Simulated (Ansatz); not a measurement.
A run for Ansatz (a program for electronic structure): R-PBE0/def2-TZVPP on C2H4 (SMILES C=C).

Ansatz 0.2 input:
```yaml
crystal:
  periodic: [false, false, false]
  atoms:
    - {symbol: C, position_ang: [-0.00000000, 0.00000000, 0.66230475]}
    - {symbol: C, position_ang: [-0.00000000, -0.00000000, -0.66230475]}
    - {symbol: H, position_ang: [0.65155835, 0.65156269, 1.23203094]}
    - {symbol: H, position_ang: [-0.65155835, -0.65156269, 1.23203094]}
    - {symbol: H, position_ang: [0.65156269, 0.65155835, -1.23203094]}
    - {symbol: H, position_ang: [-0.65156269, -0.65155835, -1.23203094]}
basis:
  gaussian:
    orbitals: def2-TZVPP
hamiltonian:
  xc: {name: PBE0}
scf: {lower_state_search: off}
```

Program output:

```
WARN ansatz: RAYON_NUM_THREADS=4 ignored (pool sized by the plan → 4); use --threads N
Functional definition: PBE0
these checks for a lower state are left out or cut short: stability, starts, cluster_reference, orbital_swaps, neighbouring_geometries, increment
integrals: 0.02 GiB planned
596 factors; their error is unknown
mean field: 0.30 GiB planned
mean field evaluation 1: about -2131.6099 eV, gradient 4.5e1 eV
mean field evaluation 2: about -2130.9115 eV, gradient 4.7e1 eV
mean field evaluation 4: about -2136.4622 eV, gradient 2.6e-1 eV
mean field evaluation 8: about -2136.4626 eV, gradient 1.6e-3 eV
mean field -2136.46256942 eV, -78.5135512800 hartree, gradient 5.9e-7 eV, S^2 0.000000; 0 other end points of the search recorded, 0 dependent functions left out
reference -2136.46259162 eV, -78.5135520956 hartree; 8, 8 occupied and 110, 110 virtual orbitals, 596 factors
Total energy: -2136.46259162 eV, -78.5135520956 hartree
Checks for a lower state left out: stability, starts, cluster_reference, orbital_swaps, neighbouring_geometries, increment
```

The calculation finished and met its thresholds.

Cost: roughly 0.8 core-seconds.
